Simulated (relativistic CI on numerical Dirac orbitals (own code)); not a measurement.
# Yb¹⁸⁺: q coefficients and field-shift factors

Computed by Dirac-Coulomb-Breit CI, KLI orbitals optimised for each configuration, derivatives by finite differences, unscaled Slater integrals, QED left out (own radial code, finite nucleus).

Configurations in the expansion (outside the closed core [Kr] 4d10): 4f6, 4f5 5s, 4f4 5s2. Levels of other configurations are missing.

With x = (α/α₀)² − 1 an excitation energy changes as ω = ω₀ + qx; K = 2q/ω₀ is the relative enhancement. Terms are leading LS components, so labels can repeat. The field-shift factor is F = δν/δ⟨r²⟩ for the transition from the lowest level.

Lowest level 4f6 7F_0.

| Level | ω₀ (cm⁻¹) | q (cm⁻¹) | K | F (GHz/fm²) |
| --- | --- | --- | --- | --- |
| 4f6 7F_1 | 2020.0 | 4448 | 4.4 | 0.161 |
| 4f6 7F_2 | 4884.1 | 9072 | 3.71 | 0.336 |
| 4f6 7F_3 | 8035.9 | 12970 | 3.23 | 0.492 |
| 4f6 7F_4 | 11220.0 | 16040 | 2.86 | 0.623 |
| 4f6 7F_5 | 14290.4 | 18250 | 2.55 | 0.727 |
| 4f6 7F_6 | 17109.2 | 19380 | 2.27 | 0.795 |
| 4f6 5D_0 | 31632.8 | -3842 | -0.243 | 0.208 |
| 4f6 5D_1 | 38668.5 | 5632 | 0.291 | 0.573 |
| 4f6 5D_2 | 46795.2 | 12980 | 0.555 | 0.885 |
| 4f6 5L_6 | 49149.5 | 2056 | 0.0837 | 0.5 |
| 4f6 5L_7 | 53741.4 | 10120 | 0.376 | 0.797 |
| 4f6 5D_3 | 55222.1 | 17550 | 0.636 | 1.11 |
| 4f6 5G_6 | 55878.0 | 8955 | 0.321 | 0.811 |
| 4f6 5G_2 | 55960.0 | 7623 | 0.272 | 0.811 |
| 4f6 5G_5 | 56470.1 | 8995 | 0.319 | 0.819 |
| 4f6 5G_3 | 57006.8 | 10650 | 0.373 | 0.896 |
| 4f6 5L_8 | 57055.5 | 14400 | 0.505 | 0.969 |
| 4f6 5G_4 | 57149.3 | 10770 | 0.377 | 0.889 |
| 4f6 5L_9 | 59314.5 | 16560 | 0.559 | 1.07 |
| 4f6 5L_10 | 59895.7 | 15030 | 0.502 | 1.03 |
| 4f6 5D_4 | 64289.0 | 21860 | 0.68 | 1.34 |
| 4f6 5H_7 | 65871.3 | 12510 | 0.38 | 0.979 |
| 4f6 5H_3 | 66899.5 | 15170 | 0.454 | 1.08 |

At this charge energies of transitions that change n are usually good to better than 1 %, and those within a shell (Δn = 0) to a few per cent. Terms inside the open d or f shell come out 10 to 20 % too wide with unscaled integrals.
